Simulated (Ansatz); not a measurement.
```xyz
11

Si    1.073    1.274    0.228
O     0.484    0.280    1.372
Si   -0.583   -0.982    1.074
Ga   -0.889   -0.777   -1.331
H     2.541    1.152    0.082
H     0.673    2.682    0.453
H     0.466    0.855   -1.107
H     0.055   -2.239    1.555
H    -1.791   -0.763    1.917
H     0.028   -1.579   -2.327
H    -2.057    0.098   -1.916
```

Total charge 0; spin multiplicity 1.

(1) List the r2SCAN/def2-TZVPP orbital energies in eV (Ansatz 0.2.0). (An estimate is asked.)

## Answers

(1) The calculation gave: Occupied: -10122.05, -1792.27, -1791.53, -1244.28, -1100.72, -1100.62, -1100.61, -516.19, -147.81, -142.63, -141.90, -100.78, -100.46, -100.44, -97.53, -97.49, -97.45, -96.81, -96.73, -96.73, -26.49, -20.36, -20.22, -20.20, -20.10, -20.05, -14.98, -13.68, -11.38, -10.93, -10.57, -10.23, -9.06, -8.85, -7.84, -7.45, -6.45. Lowest empty: -2.38, -0.51, -0.14, 0.17, 0.60, 0.78, 1.49, 1.67.
